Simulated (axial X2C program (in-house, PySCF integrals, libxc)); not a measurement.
**Worked dissociation energy of SnSb: HF, scalar-relativistic**

All values were computed with an in-house all-electron X2C program for linear molecules (integrals from PySCF). Spin-free means the one-electron spin-free X2C Hamiltonian. Basis: Sb dyall-cv3z [11s12p8d4f1g], Sn dyall-cv3z [11s12p9d4f1g] (cores contracted in-house); Gaussian nuclei, density fitting, unrestricted open shells. Masses: Sb 120.904 u, Sn 119.902 u.

Molecular state: M_S = 1/2, Λ = 1 (beyond evenly filled blocks: π+α, π+β, π-α).

```
E(Sb) (2M_S = 3, M_L = 0) : -6478.041335 hartree
E(Sn) (2M_S = 2, M_L = 0) : -6173.832862 hartree
E(SnSb) at Re             : -12651.894574 hartree
ωe                        : 160.6 cm⁻¹
ωexe                      : 0.584 cm⁻¹
```

Question: Work out De and D0.

Answer: De = -6478.041335 + (-6173.832862) − (-12651.894574) = 0.02038 hartree = 0.554 eV. The zero-point energy is ωe/2 − ωexe/4 = 80 cm⁻¹ = 0.010 eV, so D0 = 0.545 eV.

Occupations by symmetry block were frozen at the best pattern of an incomplete PBE0 search. Dissociation energies refer to the lowest single-determinant-based atoms at the same level and basis. Other states lie close and PBE0, whose exact exchange favours high spin, may order them wrongly; the determinant shown need not be the ground state. The nearest other spin-free determinant of the search, M_S = 1/2, Λ = 0, lies 0.40 eV up at the distance of the search. The determinant is spin-polarised beyond a pure state at some levels (its spin-free form has ⟨S²⟩ too high), which makes Re and μ there less reliable. Spin-free De lacks the spin–orbit lowering of the heavy p-block atom, a tenth of an eV or more for 4p and 5p, up to an eV for 6p and one to two eV for 7p atoms, less what an open-shell molecule gains itself.

Hartree–Fock lacks correlation and underbinds, often by eV.

Each atomic determinant is the lowest at this level and need not be a pure term. Totals compare only within one Hamiltonian and basis.
